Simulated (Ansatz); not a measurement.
GeHMe2F (C₂H₇FGe). Charge 0, multiplicity 1. Geometry PBE0-D4/def2-SVP.

Cartesian coordinates in Å:
```
Ge 0.459 -0.002 0.547
H 0.398 -0.179 2.078
C -0.472 1.587 -0.057
H -1.545 1.514 0.176
H -0.357 1.701 -1.145
H -0.066 2.482 0.435
C -0.065 -1.604 -0.411
H 0.551 -2.459 -0.099
H 0.063 -1.454 -1.493
H -1.121 -1.841 -0.212
F 2.155 0.255 0.180
```

HSE06 is defined as in plane-wave codes, on full-range PBE exchange.

(1) Estimate the orbital energies around the gap (eV) in Ansatz with B97M-V/def2-TZVP, r2SCANh-D4/def2-TZVP, PBE0-D4/def2-SVP, PBE0-D4/def2-TZVP, HSE06-D4/def2-TZVP.

Answers

(1) 
```
orbital  B97M-V/def2-TZVP  r2SCANh-D4/def2-TZVP  PBE0-D4/def2-SVP  PBE0-D4/def2-TZVP  HSE06-D4/def2-TZVP
 HOMO−9            -13.29                -13.94            -14.52             -14.65              -14.22
 HOMO−8            -10.99                -11.53            -12.08             -12.16              -11.75
 HOMO−7            -10.77                -11.28            -11.82             -11.88              -11.47
 HOMO−6            -10.49                -11.00            -11.55             -11.64              -11.23
 HOMO−5            -10.35                -10.82            -11.35             -11.41              -11.00
 HOMO−4             -9.80                -10.31            -10.81             -10.97              -10.56
 HOMO−3             -9.59                -10.18            -10.73             -10.92              -10.51
 HOMO−2             -9.51                -10.10            -10.65             -10.85              -10.43
 HOMO−1             -7.92                 -8.35             -8.81              -8.90               -8.49
   HOMO             -7.73                 -8.14             -8.63              -8.69               -8.29
   LUMO              0.30                  0.73              1.21               0.94                0.57
 LUMO+1              0.39                  1.24              1.58               1.08                0.71
 LUMO+2              0.85                  1.57              2.12               1.46                1.09
 LUMO+3              1.22                  1.79              2.63               1.91                1.53
 LUMO+4              2.07                  2.81              3.28               2.68                2.31
 LUMO+5              2.14                  2.95              3.35               2.77                2.40
```
